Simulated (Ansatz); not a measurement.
`[CH3][Al]([F])[F]` + CH₃SH → `C[S][Al]([F])[F]` + CH₄ at 700 K and 1 bar (ligand exchange at the Al–C bond).

Computed with Ansatz on PBE0-D4/def2-TZVP structures; ΔE is electronic, products minus reactants. CCSD(T)/CBS is the MP2 limit (def2-TZVPP, def2-QZVPP) plus CCSD(T) − MP2 in def2-TZVPP, frozen cores. This one scheme is used for every species. One conformer a species, not always the lowest.

```tsv
species	CCSD(T)/CBS energy (Eh)	H − E (kJ/mol)	S (J/(mol·K))
`[CH3][Al]([F])[F]`	-481.63134	165.3	413.1
CH₃SH	-438.22835	160.2	309.0
`C[S][Al]([F])[F]`	-879.43566	186.9	461.4
CH₄	-40.46206	145.9	224.0
```

H − E and S are ideal-gas, rigid-rotor, harmonic terms from PBE0-D4/def2-TZVP, for one conformer and one mirror image of each species. 1 Eh = 2625.50 kJ/mol, R = 8.31446 J/(mol·K).

Question: By hand: ΔE, ΔH, ΔS and ΔG.

Answer: ΔE = (-879.43566) + (-40.46206) − (-481.63134) − (-438.22835) = -0.03803 Eh = -99.8 kJ/mol. Δ(H − E) = 186.9 + 145.9 − 165.3 − 160.2 = 7.3, so ΔH = -92.5 kJ/mol. ΔS = 461.4 + 224.0 − 413.1 − 309.0 = -36.7 J/(mol·K). ΔG = -92.5 − 700 × (-36.7)/1000 = -66.8 kJ/mol.

Question: By hand: the equilibrium constant, and the temperature at which ΔG would vanish if ΔH and ΔS stayed fixed.

Answer: log₁₀ K = −ΔG/(RT ln 10) = 5.0. ΔG = 0 at ΔH/ΔS = 2520 K, far beyond where these terms or the molecules hold.

ΔH outweighs TΔS. A doubt of 5 kJ/mol in ΔE shifts log₁₀ K by 0.4 here. Other conformers and mirror images would add mixing entropy, several J/(mol·K) or more a flexible species. Modes under 60 cm⁻¹, often nearly free rotors, make the harmonic entropy too high. These are equilibria of isolated gas molecules and say nothing of rates. Largest T1 diagnostic: 0.012 (customary marks: 0.02 for closed shells, 0.045 for open ones).
